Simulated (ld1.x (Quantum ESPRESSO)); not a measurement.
# iodine (I), TM: configuration errors across variants

```
Element                 : iodine
Generator               : ld1.x (Quantum ESPRESSO) 7.5
Type                    : norm-conserving Troullier–Martins (Kleinman–Bylander form)
Functional              : BLYP
Relativity              : fully relativistic
Frozen core             : [Kr]
Valence charge          : 17
Reference configuration : 4d10 5s1.5 5p5.5
Partial waves           : 5p (bound): rc 1.55 bohr; 4d (bound): rc 1.10 bohr; 5s (bound): rc 1.30 bohr
Local potential         : the s channel
Core correction         : Bessel-smoothed model core inside 0.50 bohr
```

Open shells are filled in proportion to 2j + 1 (rel_dist='average').

All-electron excitation energies from the reference (eV): (1) 4d10 5s2 5p5 -5.186; (2) 4d10 5s2 5p4 5.800; (3) 4d10 5s2 5p3 25.523; (4) 4d9 5s2 5p6 40.563; (5) 4d10 5s2 5p5.3 -6.926; (6) 4d9 5s2 5p5 52.785; (7) 4d10 5s2 5p4.5 -0.727.

A true bound ghost makes a file unfit for plane-wave use even where its test errors are small: the radial tests pick states by their node count and pass the ghost by.

Errors AE − PS in meV (a dash: test not solved or not reliable):

| change | (1) | (2) | (3) | (4) | (5) | (6) | (7) | bound ghosts |
| --- | --- | --- | --- | --- | --- | --- | --- | --- |
| base | -1.5 | -2.9 | -0.2 | -146 | -1.0 | -72 | -2.4 | p3/2, p1/2 |
| core correction none | 0.0 | +0.5 | +10 | -22 | +0.3 | +68 | -0.3 | p3/2, p1/2 |
| core correction Bessel-smoothed model core inside 0.48 bohr | -1.5 | -2.9 | -0.2 | -146 | -1.0 | -72 | -2.4 | p3/2, p1/2 |
| core correction Bessel-smoothed model core inside 0.70 bohr | -1.3 | -2.6 | +0.6 | -138 | -0.9 | -62 | -2.1 | p3/2, p1/2 |
| core correction Bessel-smoothed model core inside 0.80 bohr | -1.4 | -2.6 | +0.5 | -139 | -0.9 | -64 | -2.1 | p3/2, p1/2 |
| core correction Bessel-smoothed model core inside 0.96 bohr | -1.4 | -2.7 | +0.4 | -142 | -0.9 | -66 | -2.2 | p3/2, p1/2 |
| core correction Bessel-smoothed model core inside 1.12 bohr | -1.3 | -2.5 | +0.7 | -139 | -0.9 | -63 | -2.1 | p3/2, p1/2 |

Question: Give the same row for: core correction Bessel-smoothed model core inside 1.30 bohr.

Answer: -1.1, -2.2, +1.4, -124, -0.8, -46, -1.9; bound ghosts: p3/2, p1/2.
